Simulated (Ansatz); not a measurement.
A structure relaxed at PBE0-D4/def2-SVP in Ansatz, charge 0, singlet:

Cartesian coordinates in Å:
```
Si -0.0001 -0.0001 -0.0002
Si 0.8903 2.0111 -0.9102
Si -0.8903 -2.0111 0.9103
O -0.6472 1.4541 -0.5152
O -0.5638 -1.4401 -0.6382
O 1.5324 0.5456 -0.3905
O -0.3216 -0.5597 1.5431
O -1.4559 -3.2891 1.4890
O 1.4562 3.2893 -1.4881
```

**Question.** Give its formula and point group.

**Answer.** Si3O6 (the lowest singlet isomer of a short search). Point group D2d (tolerance 0.1 Å).

**Question.** Summarise the bond lengths by kind (pairs closer than 1.2 times the sum of covalent radii, bridged metal pairs left out).

**Answer.** 10 × O–Si 1.51 to 1.68 Å; 2 × Si–Si 2.38 Å.

The structure comes from a short search, and lower isomers may exist.
